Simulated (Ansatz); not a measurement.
Reaction (hydrogen abstraction from the Si–H bond): `N[SiH](Cl)Br` + `[CH3]`• → `N[Si](Cl)Br`• + CH₄

Program: Ansatz. Geometries: PBE0-D4/def2-TZVP. ΔE: electronic, gas phase. CBS: MP2 limit from def2 TZ/QZ plus the TZ coupled-cluster correction, frozen cores. This one scheme is used for every species. DFT in def2-TZVPP. B3LYP here is the variant with VWN-RPA as its local correlation; programs differ in this. HSE06 is defined as in plane-wave codes. No spin–orbit coupling; open shells (•) take unrestricted orbitals. For Br outer-core shells are correlated without core-valence functions, which leaves a few kJ/mol of doubt a bond. Scalar relativity is left out up to krypton. Each species was taken in one conformer, which may not be the lowest.

```csv
level,ΔE (kcal/mol)
r2SCAN0-D4,-16.2
CAM-B3LYP-D4,-17.2
B2PLYP,-17.5
r2SCAN,-17.7
B3LYP,-18.8
HSE06,-19.3
BHLYP,-14.9
SCS-MP2/def2-QZVPP,-15.6
```

What does CCSD(T)/CBS give? (An estimate is asked.)

Computed: -15.9 kcal/mol. The listed levels differ from it by -0.3, -1.3, -1.6, -1.8, -2.9, -3.4, 1.0, 0.3 kcal/mol.

Largest T1 diagnostic among the species: 0.011.

From BLYP to BHLYP (50 % exact exchange), in def2-TZVPP and without D4, ΔE moves by +6.2 kcal/mol. In def2-TZVPP, CCSD(T) changes the Hartree–Fock value by −7.7 kcal/mol (the triples alone add −1.2 kcal/mol) and MP2 by −8.8 kcal/mol. Leaving LDA and LC-ωPBE aside and taking each functional with its dispersion term where it has one, the values, not all of them listed here, spread over 7.4 kcal/mol, from PBE-D4 to BHLYP-D4. LDA lies −3.5 kcal/mol from PBE without D4.
